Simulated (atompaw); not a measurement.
**Which change was made? (Dy, PAW (atompaw))**

| Item | Value |
| --- | --- |
| Element | Dy (Z = 66) |
| Generator | atompaw 4.2.0.5 |
| Type | PAW |
| Functional | PBE |
| Relativity | scalar-relativistic |
| Frozen core | [Kr] 4d10 4f9 |
| Valence charge | 11 |
| Reference configuration | 5s2 5p6 5d1 6s1.75 6p0 (charge +0.25) |
| Partial waves | 5s (bound): rc 1.60 bohr; 6s (bound): rc 3.00 bohr; 5p (bound): rc 2.45 bohr; 6p (bound, empty): rc 3.00 bohr; 5d (bound): rc 3.00 bohr; 5d channel at 0.1 Ry: rc 3.00 bohr |
| Local potential | troulliermartins scheme with l = 3 at 1 Ry, radius 2.00 bohr |
| Core correction | smooth core density matched at 2.85 bohr |
| Augmentation charge | gaussian compensation charge, radius 2.95 bohr; PAW radius 3.00 bohr; waves and projectors: custom rrkj gramschmidtortho |

Cutoffs, loose and tight: the cutoffs (Ry, on a coarse ladder) from which the occupation-weighted sum of valence levels, in a spherical-Bessel basis at the reference potential, stays within 10 and 1 mRy of its value at 400 Ry. They see the waves, projectors and local potential, not the compensation charge or the core.

The base gives: outcome: generated; cutoff, loose: 18 Ry; cutoff, tight: 45 Ry; bound ghosts: s.

After one change the result is: outcome: failed: atompaw: The overlap operator has at least one negative eigenvalue!. Which change was it?
A. local potential troulliermartins scheme with l = 3 at 1 Ry, radius 2.72 bohr
B. local potential troulliermartins scheme with l = 3 at 1 Ry, radius 2.46 bohr
C. local potential troulliermartins scheme with l = 3 at 1 Ry, radius 1.70 bohr

C. The others give: local potential troulliermartins scheme with l = 3 at 1 Ry, radius 2.72 bohr → outcome: generated; cutoff, loose: 18 Ry; cutoff, tight: 25 Ry; bound ghosts: none | local potential troulliermartins scheme with l = 3 at 1 Ry, radius 2.46 bohr → outcome: generated; cutoff, loose: 18 Ry; cutoff, tight: 25 Ry; bound ghosts: d.
